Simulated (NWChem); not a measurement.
Molecule: trimethylarsine (C$_{3}$H$_{9}$As); SMILES C[As](C)C

Computed with NWChem. Pople sets run with spherical d functions. The geometry was optimised at PBE-D3(BJ)/def2-SVP.

For level Hartree-Fock/6-31G*:

```
Quantity                     Result
---------------------------  ------
highest occupied level (eV)   -8.91
orbital gap (eV)              13.56
dipole (D)                     1.13
```

What are these values for level Hartree-Fock/STO-3G?


- highest occupied level (eV): -6.93
- orbital gap (eV): 17.86
- dipole (D): 0.68
